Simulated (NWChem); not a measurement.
System: Si$_{2}$N$_{2}$H$_{8}$; SMILES N[SiH2][SiH2]N

Here is an NWChem input.

```
start job
memory heap 200 mb stack 900 mb global 1100 mb
geometry units angstroms noautoz
  Si    -0.568064    -1.228775    -0.209278
  N      0.998971    -1.747650     0.320800
  Si    -0.497405     1.073478     0.241493
  N      1.107563     1.559105    -0.264180
  H     -1.654010    -1.937503     0.539951
  H     -0.870988    -1.457552    -1.668654
  H      1.741425    -1.056632     0.266886
  H      1.344643    -2.687314     0.165091
  H     -1.641168     1.816265    -0.394794
  H     -0.572339     1.345131     1.710630
  H      1.336622     1.472630    -1.249975
  H      1.472444     2.438125     0.090707
end
basis spherical
  * library def2-svp
end
dft
  xc slater vwn_5
  iterations 150
  mulliken
end
task dft energy
```

NWChem printed, in part:

```
             Northwest Computational Chemistry Package (NWChem) 7.3.0
             --------------------------------------------------------

 C1  symmetry detected

                             Geometry "geometry" -> ""
                             -------------------------

 Output coordinates in angstroms (scale by  1.889725989 to convert to a.u.)

  No.       Tag          Charge          X              Y              Z
 ---- ---------------- ---------- -------------- -------------- --------------
    1 Si                  14.0000    -0.53372341    -1.18473461    -0.20827126
    2 N                    7.0000     1.05118895    -1.62777460     0.33723862
    3 Si                  14.0000    -0.56960283     1.12244296     0.22091445
    4 N                    7.0000     1.01553272     1.67496336    -0.27861288
    5 H                    1.0000    -1.59210199    -1.93455517     0.54040896
    6 H                    1.0000    -0.81567582    -1.44038679    -1.66738914
    7 H                    1.0000     1.76226975    -0.90463607     0.28169306
    8 H                    1.0000     1.43975676    -2.55236599     0.19284798
    9 H                    1.0000    -1.74096528     1.80718700    -0.43010252
   10 H                    1.0000    -0.66711110     1.40404526     1.68684973
   11 H                    1.0000     1.25525793     1.58974121    -1.26197789
   12 H                    1.0000     1.33808546     2.57273228     0.07028507

 Effective nuclear repulsion energy (a.u.)     225.2075841735

                                 NWChem DFT Module
                                 -----------------

 Summary of "ao basis" -> "ao basis" (spherical)
 ------------------------------------------------------------------------------
       Tag                 Description            Shells   Functions and Types
 ---------------- ------------------------------  ------  ---------------------
 Si                         def2-svp                 8       18   4s3p1d
 N                          def2-svp                 6       14   3s2p1d
 H                          def2-svp                 3        5   2s1p

            General Information
            -------------------
          SCF calculation type: DFT
          Wavefunction type:  closed shell.
          No. of atoms     :    12
          No. of electrons :    50
           Alpha electrons :    25
            Beta electrons :    25
          Charge           :     0
          Spin multiplicity:     1
          Use of symmetry is: off; symmetry adaption is: off
          Maximum number of iterations: 150
          AO basis - number of functions:   104
                     number of shells:    52
          Convergence on energy requested:  1.00D-06
          Convergence on density requested:  1.00D-05
          Convergence on gradient requested:  5.00D-04

              XC Information
              --------------
                        Slater Exchange Functional  1.000 local
                      VWN V Correlation Functional  1.000 local

             Grid Information
             ----------------
          Grid used for XC integration:  medium
          Radial quadrature: Mura-Knowles
          Angular quadrature: Lebedev.
          Tag              B.-S. Rad. Rad. Pts. Rad. Cut. Ang. Pts.
          ---              ---------- --------- --------- ---------
          Si                  1.10       88          11.0       590
          N                   0.65       49          11.0       434
          H                   0.35       45          13.0       434
          Grid pruning is: on
          Number of quadrature shells:   634
          Spatial weights used:  Erf1

      Superposition of Atomic Density Guess
      -------------------------------------

 Sum of atomic energies:        -689.95968391

      Non-variational initial energy
      ------------------------------

 Total energy =    -691.729853
 1-e energy   =   -1400.106735
 2-e energy   =     483.169298
 HOMO         =      -0.294327
 LUMO         =       0.022072

     ---------------------------------------------
      Total Density - Mulliken Population Analysis
     ---------------------------------------------

    Atom       Charge   Shell Charges
 -----------   ------   -------------------------------------------------------
    1 Si  14    13.53   2.00  1.99  1.00  0.26  5.94  1.10  1.06  0.18
    2 N    7     7.78   1.99  1.03  0.45  2.60  1.71  0.01
    3 Si  14    13.53   2.00  1.99  1.00  0.26  5.94  1.09  1.07  0.18
    4 N    7     7.78   1.99  1.03  0.46  2.58  1.70  0.01
    5 H    1     1.08   0.70  0.37  0.01
    6 H    1     1.10   0.70  0.39  0.01
    7 H    1     0.75   0.59  0.12  0.05
    8 H    1     0.75   0.59  0.12  0.04
    9 H    1     1.10   0.70  0.39  0.01
   10 H    1     1.08   0.70  0.37  0.01
   11 H    1     0.75   0.59  0.12  0.04
   12 H    1     0.75   0.59  0.12  0.05

   convergence    iter        energy       DeltaE   RMS-Dens  Diis-err
 ---------------- ----- ----------------- --------- --------- ---------
 d= 0,ls=0.0,diis     1   -689.7292808205 -9.15D+02  1.50D-02  8.60D-01
 d= 0,ls=0.0,diis     2   -689.6358277264  9.35D-02  1.17D-02  1.34D+00
 d= 0,ls=0.0,diis     3   -689.7751727906 -1.39D-01  3.20D-03  1.99D-01
 d= 0,ls=0.0,diis     4   -689.7979900449 -2.28D-02  7.95D-04  3.66D-03
 d= 0,ls=0.0,diis     5   -689.7985849676 -5.95D-04  1.90D-04  3.28D-04
  Resetting Diis
 d= 0,ls=0.0,diis     6   -689.7986356786 -5.07D-05  3.98D-05  1.57D-05
 d= 0,ls=0.0,diis     7   -689.7986371599 -1.48D-06  4.47D-05  5.04D-06
 d= 0,ls=0.0,diis     8   -689.7986352273  1.93D-06  3.07D-05  2.22D-05
 d= 0,ls=0.0,diis     9   -689.7986377263 -2.50D-06  1.22D-06  1.29D-08
 d= 0,ls=0.0,diis    10   -689.7986377282 -1.87D-09  1.97D-07  2.83D-10

         Total DFT energy =     -689.798637728210
      One electron energy =    -1404.528068418457
           Coulomb energy =      544.834729118097
    Exchange-Corr. energy =      -55.312882601380
 Nuclear repulsion energy =      225.207584173529

 Numeric. integr. density =       49.999958034519

                       DFT Final Molecular Orbital Analysis
                       ------------------------------------

 Vector   23  Occ=2.000000D+00  E=-2.533923D-01
              MO Center= -2.6D-01,  2.7D-01,  8.2D-02, r^2= 3.9D+00
   Bfn.  Coefficient  Atom+Function         Bfn.  Coefficient  Atom+Function
  ----- ------------  ---------------      ----- ------------  ---------------
    41     -0.260781   3 Si py               44     -0.261265   3 Si py
     9      0.248785   1 Si py               54     -0.202972   4 N  px
    12      0.199475   1 Si py               90     -0.180339  10 H  s
    57      0.147105   4 N  px               38      0.144706   3 Si py
     6     -0.135950   1 Si py               91     -0.121069  10 H  s

 Vector   24  Occ=2.000000D+00  E=-2.155300D-01
              MO Center=  3.9D-01,  8.8D-01, -1.3D-01, r^2= 3.9D+00
   Bfn.  Coefficient  Atom+Function         Bfn.  Coefficient  Atom+Function
  ----- ------------  ---------------      ----- ------------  ---------------
    55      0.297683   4 N  py               54     -0.268608   4 N  px
    58     -0.250593   4 N  py               86      0.227387   9 H  s
    57      0.224211   4 N  px               85      0.196499   9 H  s
    56     -0.192529   4 N  pz               24      0.187824   2 N  pz
    53      0.174518   4 N  s                59      0.158283   4 N  pz

 Vector   25  Occ=2.000000D+00  E=-2.026364D-01
              MO Center=  5.6D-01, -1.2D+00,  7.3D-02, r^2= 3.1D+00
   Bfn.  Coefficient  Atom+Function         Bfn.  Coefficient  Atom+Function
  ----- ------------  ---------------      ----- ------------  ---------------
    24      0.484304   2 N  pz               27     -0.405889   2 N  pz
    71     -0.244879   6 H  s                70     -0.195333   6 H  s
    66      0.139315   5 H  s                55     -0.116495   4 N  py
    21     -0.110489   2 N  s                86     -0.110927   9 H  s
    57     -0.098481   4 N  px               65      0.098550   5 H  s

 Vector   26  Occ=0.000000D+00  E=-2.571080D-02
              MO Center= -1.3D-01,  5.0D-01, -1.6D-01, r^2= 5.5D+00
   Bfn.  Coefficient  Atom+Function         Bfn.  Coefficient  Atom+Function
  ----- ------------  ---------------      ----- ------------  ---------------
    53      0.887354   4 N  s                43     -0.540598   3 Si px
    21      0.530221   2 N  s                11     -0.507369   1 Si px
    45      0.414008   3 Si pz              101     -0.355280  12 H  s
    66     -0.322539   5 H  s                96     -0.304261  11 H  s
    91     -0.294736  10 H  s                44     -0.237136   3 Si py

 Vector   27  Occ=0.000000D+00  E= 1.831013D-03
              MO Center= -3.1D-01, -5.6D-01,  3.8D-02, r^2= 5.4D+00
   Bfn.  Coefficient  Atom+Function         Bfn.  Coefficient  Atom+Function
  ----- ------------  ---------------      ----- ------------  ---------------
    21      0.775428   2 N  s                12      0.637996   1 Si py
    91      0.563893  10 H  s                45     -0.494776   3 Si pz
    44      0.444330   3 Si py               13     -0.438002   1 Si pz
    11     -0.435662   1 Si px               36     -0.394481   3 Si s
    71     -0.395601   6 H  s                81     -0.341504   8 H  s

 Vector   28  Occ=0.000000D+00  E= 2.769568D-02
              MO Center= -6.0D-01,  1.4D-01, -2.6D-02, r^2= 5.2D+00
   Bfn.  Coefficient  Atom+Function         Bfn.  Coefficient  Atom+Function
  ----- ------------  ---------------      ----- ------------  ---------------
    12      1.021064   1 Si py               44      0.956826   3 Si py
    36     -0.734103   3 Si s                45      0.726475   3 Si pz
     4      0.691188   1 Si s                86      0.482088   9 H  s
    91     -0.438025  10 H  s                13      0.367683   1 Si pz
    43      0.308295   3 Si px                3      0.291874   1 Si s

     ---------------------------------------------
      Total Density - Mulliken Population Analysis
     ---------------------------------------------

    Atom       Charge   Shell Charges
 -----------   ------   -------------------------------------------------------
    1 Si  14    13.82   2.00  1.98  1.08  0.20  5.92  1.34  1.08  0.23
    2 N    7     7.37   1.98  0.96  0.45  2.48  1.48  0.01
    3 Si  14    13.82   2.00  1.98  1.08  0.20  5.92  1.34  1.09  0.22
    4 N    7     7.38   1.98  0.97  0.47  2.47  1.48  0.01
    5 H    1     1.04   0.70  0.34  0.01
    6 H    1     1.07   0.70  0.36  0.01
    7 H    1     0.86   0.67  0.14  0.05
    8 H    1     0.85   0.68  0.12  0.04
    9 H    1     1.06   0.70  0.35  0.01
   10 H    1     1.03   0.70  0.33  0.01
   11 H    1     0.85   0.68  0.12  0.04
   12 H    1     0.85   0.68  0.12  0.04

     -------------------------------------------
      Total Density - Lowdin Population Analysis
     -------------------------------------------

    Atom       Charge   Shell Charges
 -----------   ------   -------------------------------------------------------
    1 Si  14    13.74   2.00  1.93  0.68  0.35  5.81  1.35  1.27  0.35
    2 N    7     7.23   1.97  0.70  0.44  2.27  1.84  0.02
    3 Si  14    13.73   2.00  1.93  0.69  0.36  5.81  1.35  1.26  0.33
    4 N    7     7.24   1.97  0.71  0.45  2.25  1.84  0.02
    5 H    1     1.08   0.62  0.43  0.02
    6 H    1     1.10   0.62  0.45  0.03
    7 H    1     0.93   0.57  0.23  0.13
    8 H    1     0.93   0.58  0.22  0.13
    9 H    1     1.09   0.62  0.44  0.03
   10 H    1     1.07   0.62  0.43  0.02
   11 H    1     0.93   0.58  0.22  0.13
   12 H    1     0.92   0.58  0.22  0.13

     Multipole analysis of the density
     ---------------------------------

     L   x y z        total         alpha         beta         nuclear
     -   - - -        -----         -----         ----         -------
     0   0 0 0     -0.000000    -25.000000    -25.000000     50.000000

     1   1 0 0      0.728407      0.364204      0.364204     -0.000000
     1   0 1 0      0.332843      0.166422      0.166422      0.000000
     1   0 0 1     -0.383149     -0.191574     -0.191574      0.000000

     2   2 0 0    -30.046027    -84.132392    -84.132392    138.218757
     2   1 1 0      0.363235     -0.125263     -0.125263      0.613760
     2   1 0 1     -1.424169     -0.181140     -0.181140     -1.061889
     2   0 2 0    -27.411116   -197.630297   -197.630297    367.849478
     2   0 1 1     -0.400332     -0.542215     -0.542215      0.684097
     2   0 0 2    -32.290615    -34.798324    -34.798324     37.306034
```

Level: LDA (Slater exchange, VWN5)/def2-SVP. The geometry was optimised at PBE0/def2-SVP.
